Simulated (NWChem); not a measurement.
System: CF3GeNO; SMILES O=C=[N][Ge]([F])([F])[F]

The following NWChem deck was run.

```
start job
memory heap 200 mb stack 900 mb global 1100 mb
geometry units angstroms noautoz
  O      3.306892    -0.596106    -0.136759
  C      2.206689    -0.435474     0.224186
  N      1.094499    -0.285874     0.703214
  Ge    -0.527248     0.093667     0.032137
  F     -0.478390     1.415756    -1.061251
  F     -1.199578    -1.246601    -0.800262
  F     -1.576470     0.498229     1.319699
end
basis spherical
  * library def2-svp
end
dft
  xc r2scan
  iterations 150
  convergence energy 1d-9 density 1d-8 gradient 1d-7
  tolerances tight
end
task dft gradient
```

Parts of the log:

```
             Northwest Computational Chemistry Package (NWChem) 7.3.0
             --------------------------------------------------------

 C1  symmetry detected

                             Geometry "geometry" -> ""
                             -------------------------

 Output coordinates in angstroms (scale by  1.889725989 to convert to a.u.)

  No.       Tag          Charge          X              Y              Z
 ---- ---------------- ---------- -------------- -------------- --------------
    1 O                    8.0000    -0.11417996     3.34621471    -0.00320472
    2 C                    6.0000     0.23585551     2.23086637    -0.00515791
    3 N                    7.0000     0.70456429     1.10431339    -0.00740735
    4 Ge                  32.0000     0.00906739    -0.55118683     0.00047470
    5 F                    9.0000    -1.22040835    -0.72748769     1.18500463
    6 F                    9.0000    -0.66929038    -0.96221412    -1.52009143
    7 F                    9.0000     1.25372097    -1.67109055     0.34544751

 Effective nuclear repulsion energy (a.u.)     584.6246008889

                                 NWChem DFT Module
                                 -----------------

 Summary of "ao basis" -> "ao basis" (spherical)
 ------------------------------------------------------------------------------
       Tag                 Description            Shells   Functions and Types
 ---------------- ------------------------------  ------  ---------------------
 O                          def2-svp                 6       14   3s2p1d
 C                          def2-svp                 6       14   3s2p1d
 N                          def2-svp                 6       14   3s2p1d
 Ge                         def2-svp                12       32   5s4p3d
 F                          def2-svp                 6       14   3s2p1d

  itol2e modified to match energy
  convergence criterion.
  tol_rho modified to match energy
  convergence criterion.

            General Information
            -------------------
          SCF calculation type: DFT
          Wavefunction type:  closed shell.
          No. of atoms     :     7
          No. of electrons :    80
           Alpha electrons :    40
            Beta electrons :    40
          Charge           :     0
          Spin multiplicity:     1
          Use of symmetry is: off; symmetry adaption is: off
          Maximum number of iterations: 150
          AO basis - number of functions:   116
                     number of shells:    48
          Convergence on energy requested:  1.00D-09
          Convergence on density requested:  1.00D-08
          Convergence on gradient requested:  1.00D-07

              XC Information
              --------------
                      r^2SCAN Method XC Functional
               r^2SCAN metaGGA Exchange Functional  1.000
                     r^2SCAN Correlation Potential  1.000

             Grid Information
             ----------------
          Grid used for XC integration:  medium
          Radial quadrature: Mura-Knowles
          Angular quadrature: Lebedev.
          Tag              B.-S. Rad. Rad. Pts. Rad. Cut. Ang. Pts.
          ---              ---------- --------- --------- ---------
          O                   0.60       49          11.0       434
          C                   0.70       49          10.0       434
          N                   0.65       49           7.0       434
          Ge                  1.25      112           8.0       590
          F                   0.50       49          11.0       434
          Grid pruning is: on
          Number of quadrature shells:   406
          Spatial weights used:  Erf1

      Superposition of Atomic Density Guess
      -------------------------------------

 Sum of atomic energies:       -2539.48117046

      Non-variational initial energy
      ------------------------------

 Total energy =   -2541.206841
 1-e energy   =   -4705.391453
 2-e energy   =    1579.560011
 HOMO         =      -0.392315
 LUMO         =      -0.023239

   convergence    iter        energy       DeltaE   RMS-Dens  Diis-err
 ---------------- ----- ----------------- --------- --------- ---------
 d= 0,ls=0.0,diis     1  -2543.6960111294 -3.13D+03  2.26D-02  1.88D+00
 d= 0,ls=0.0,diis     2  -2543.0790233577  6.17D-01  1.45D-02  9.01D+00
 d= 0,ls=0.0,diis     3  -2543.8492861093 -7.70D-01  5.06D-03  6.24D-01
 d= 0,ls=0.0,diis     4  -2543.8993763646 -5.01D-02  1.88D-03  1.58D-01
 d= 0,ls=0.0,diis     5  -2543.9167067312 -1.73D-02  2.61D-04  2.15D-03
 d= 0,ls=0.0,diis     6  -2543.9168411271 -1.34D-04  1.07D-04  5.24D-04
 d= 0,ls=0.0,diis     7  -2543.9168884829 -4.74D-05  2.62D-05  1.99D-05
 d= 0,ls=0.0,diis     8  -2543.9168899755 -1.49D-06  1.06D-05  3.19D-06
 d= 0,ls=0.0,diis     9  -2543.9168902590 -2.84D-07  1.08D-06  3.94D-08
 d= 0,ls=0.0,diis    10  -2543.9168902627 -3.70D-09  4.10D-07  6.85D-09
 d= 0,ls=0.0,diis    11  -2543.9168902633 -5.38D-10  1.26D-07  6.98D-10
 d= 0,ls=0.0,diis    12  -2543.9168902634 -9.37D-11  2.00D-08  6.76D-12
 d= 0,ls=0.0,diis    13  -2543.9168902633  3.64D-11  6.34D-09  1.31D-12

         Total DFT energy =    -2543.916890263329
      One electron energy =    -4703.478545889838
           Coulomb energy =     1706.176531343114
    Exchange-Corr. energy =     -131.239476605518
 Nuclear repulsion energy =      584.624600888913

 Numeric. integr. density =       80.000000033820

                       DFT Final Molecular Orbital Analysis
                       ------------------------------------

 Vector   38  Occ=2.000000D+00  E=-3.886825D-01
              MO Center= -1.9D-01, -1.1D+00, -2.2D-02, r^2= 3.0D+00
   Bfn.  Coefficient  Atom+Function         Bfn.  Coefficient  Atom+Function
  ----- ------------  ---------------      ----- ------------  ---------------
   108      0.388872  7 F  pz                92      0.354301  6 F  px
   111     -0.274838  7 F  pz                78     -0.263644  5 F  px
    80     -0.262249  5 F  pz                95     -0.250567  6 F  px
    81      0.186852  5 F  px                83      0.186043  5 F  pz
    93     -0.130743  6 F  py                94     -0.119044  6 F  pz

 Vector   39  Occ=2.000000D+00  E=-3.329836D-01
              MO Center=  3.8D-01,  1.8D+00,  5.5D-03, r^2= 2.7D+00
   Bfn.  Coefficient  Atom+Function         Bfn.  Coefficient  Atom+Function
  ----- ------------  ---------------      ----- ------------  ---------------
    32      0.434463  3 N  px                 4      0.379320  1 O  px
    35     -0.329601  3 N  px                 7      0.269494  1 O  px
    30     -0.136158  3 N  s                  5      0.133707  1 O  py
    79      0.117022  5 F  py                31     -0.114289  3 N  s
    93      0.096071  6 F  py                 8      0.088432  1 O  py

 Vector   40  Occ=2.000000D+00  E=-3.228296D-01
              MO Center=  3.3D-01,  1.8D+00, -1.7D-02, r^2= 2.4D+00
   Bfn.  Coefficient  Atom+Function         Bfn.  Coefficient  Atom+Function
  ----- ------------  ---------------      ----- ------------  ---------------
    34      0.460448  3 N  pz                 6      0.412020  1 O  pz
    37     -0.358397  3 N  pz                 9      0.291883  1 O  pz
    93      0.085581  6 F  py                20     -0.072223  2 C  pz
    96     -0.064334  6 F  py                78     -0.063937  5 F  px
    79     -0.057165  5 F  py                92      0.056626  6 F  px

 Vector   41  Occ=0.000000D+00  E=-8.755207D-02
              MO Center= -1.2D-02,  8.2D-02,  1.2D-03, r^2= 3.8D+00
   Bfn.  Coefficient  Atom+Function         Bfn.  Coefficient  Atom+Function
  ----- ------------  ---------------      ----- ------------  ---------------
    46      0.851998  4 Ge s                 47      0.549423  4 Ge s
    45     -0.437467  4 Ge s                 31     -0.377722  3 N  s
    18      0.294766  2 C  px                77     -0.221480  5 F  s
    30     -0.215690  3 N  s                 91     -0.214605  6 F  s
    94      0.214114  6 F  pz                 4     -0.197937  1 O  px

 Vector   42  Occ=0.000000D+00  E=-3.202812D-02
              MO Center=  2.4D-01,  1.5D+00, -5.1D-03, r^2= 3.3D+00
   Bfn.  Coefficient  Atom+Function         Bfn.  Coefficient  Atom+Function
  ----- ------------  ---------------      ----- ------------  ---------------
    20      0.548297  2 C  pz                23      0.486660  2 C  pz
     9     -0.341441  1 O  pz                 6     -0.337252  1 O  pz
    59     -0.337295  4 Ge pz                56     -0.262859  4 Ge pz
    37     -0.258577  3 N  pz                34      0.208092  3 N  pz
    53      0.126752  4 Ge pz                91     -0.123426  6 F  s

 Vector   43  Occ=0.000000D+00  E=-2.629594D-02
              MO Center=  1.1D-01,  1.4D+00,  9.4D-03, r^2= 3.7D+00
   Bfn.  Coefficient  Atom+Function         Bfn.  Coefficient  Atom+Function
  ----- ------------  ---------------      ----- ------------  ---------------
    47      0.618229  4 Ge s                 17      0.520749  2 C  s
    18     -0.461647  2 C  px                21     -0.398662  2 C  px
    35      0.359106  3 N  px                31     -0.351498  3 N  s
    32     -0.290191  3 N  px                 4      0.269906  1 O  px
     7      0.265913  1 O  px                55     -0.242984  4 Ge py

     Multipole analysis of the density
     ---------------------------------

     L   x y z        total         alpha         beta         nuclear
     -   - - -        -----         -----         ----         -------
     0   0 0 0     -0.000000    -40.000000    -40.000000     80.000000

     1   1 0 0      0.058879      0.029439      0.029439      0.000000
     1   0 1 0      0.246059      0.123029      0.123029     -0.000000
     1   0 0 1     -0.000775     -0.000387     -0.000387      0.000000

     2   2 0 0    -36.488192    -81.626974    -81.626974    126.765755
     2   1 1 0      0.742632     -0.195874     -0.195874      1.134379
     2   1 0 1      0.007101      0.007437      0.007437     -0.007772
     2   0 2 0    -38.657293   -333.448269   -333.448269    628.239244
     2   0 1 1     -0.026024      0.006154      0.006154     -0.038332
     2   0 0 2    -36.015287    -79.624330    -79.624330    123.233373

  itol2e modified to match energy
  convergence criterion.

            General Information
            -------------------
          SCF calculation type: DFT
          Wavefunction type:  closed shell.
          No. of atoms     :     7
          No. of electrons :    80
           Alpha electrons :    40
            Beta electrons :    40
          Charge           :     0
          Spin multiplicity:     1
          Use of symmetry is: off; symmetry adaption is: off
          Maximum number of iterations: 150
          AO basis - number of functions:   116
                     number of shells:    48
          Convergence on energy requested:  1.00D-09
          Convergence on density requested:  1.00D-08
          Convergence on gradient requested:  1.00D-07

              XC Information
              --------------
                      r^2SCAN Method XC Functional
               r^2SCAN metaGGA Exchange Functional  1.000
                     r^2SCAN Correlation Potential  1.000

             Grid Information
             ----------------
          Grid used for XC integration:  medium
          Radial quadrature: Mura-Knowles
          Angular quadrature: Lebedev.
          Tag              B.-S. Rad. Rad. Pts. Rad. Cut. Ang. Pts.
          ---              ---------- --------- --------- ---------
          O                   0.60       49          11.0       434
          C                   0.70       49          10.0       434
          N                   0.65       49           7.0       434
          Ge                  1.25      112           8.0       590
          F                   0.50       49          11.0       434
          Grid pruning is: on
          Number of quadrature shells:   406
          Spatial weights used:  Erf1

          Convergence Information
          -----------------------
          Convergence aids based upon iterative change in
          total energy or number of iterations.
          Levelshifting, if invoked, occurs when the
          HOMO/LUMO gap drops below (HL_TOL):  1.00D-02
          DIIS, if invoked, will attempt to extrapolate
          using up to (NFOCK): 10 stored Fock matrices.

                    Damping( 0%)  Levelshifting(0.5)       DIIS
                  --------------- ------------------- ---------------
          dE  on:    start            ASAP                start
          dE off:    2 iters        150 iters           150 iters

                            NWChem DFT Gradient Module
                            --------------------------

  charge          =   0.00
  wavefunction    = closed shell

                         DFT ENERGY GRADIENTS

    atom               coordinates                        gradient
                 x          y          z           x          y          z
   1 O      -0.215769   6.323429  -0.006056   -0.002961   0.009550   0.000004
   2 C       0.445702   4.215726  -0.009747    0.001663  -0.010643  -0.000017
   3 N       1.331433   2.086850  -0.013998    0.005131   0.006027  -0.000043
   4 Ge      0.017135  -1.041592   0.000897   -0.002181  -0.000388  -0.000134
   5 F      -2.306237  -1.374752   2.239334   -0.003521  -0.000691   0.003602
   6 F      -1.264775  -1.818321  -2.872556   -0.001761  -0.001148  -0.004387
   7 F       2.369189  -3.157903   0.652801    0.003630  -0.002707   0.000975
```

Level: r2SCAN/def2-SVP. The geometry was optimised at B3LYP/6-31G* (spherical d).
